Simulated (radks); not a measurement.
Results of a calculation; reference values are marked as such.
Problem. The mean radii <r> (bohr) of the occupied orbitals of an atom or ion are listed with their occupations. Level of theory: non-relativistic Kohn-Sham, r2SCAN, spin-polarised, spherical densities, point nucleus; meta-GGA in the generalised Kohn-Sham scheme (a radial shooting solver on a logarithmic mesh with Libxc functionals).

| orbital | occ. | <r> |
|---|---|---|
| 1s | 2 | 0.01893 |
| 2s | 2 | 0.07965 |
| 2p | 6 | 0.06732 |
| 3s | 2 | 0.2006 |
| 3p | 6 | 0.1912 |
| 3d | 10 | 0.1670 |
| 4s | 2 | 0.4404 |
| 4p | 6 | 0.4443 |
| 4d | 10 | 0.4514 |
| 4f | 14 | 0.4715 |
| 5s | 2 | 1.003 |
| 5p | 6 | 1.087 |
| 5d | 10 | 1.454 |
| 6s | 2 | 3.102 |

Name the element and its charge. Open shells, if any, are filled with parallel spins first.

Solution. Z = 80, mercury, charge 0: Hg in [Hg]. The 1s radius gives Z: for a bare nucleus <r> = 1.5/Z, 0.01875 bohr for Z = 80, and screening makes it slightly larger (0.01893 here). The occupations add up to 80, and the charge is Z minus that.
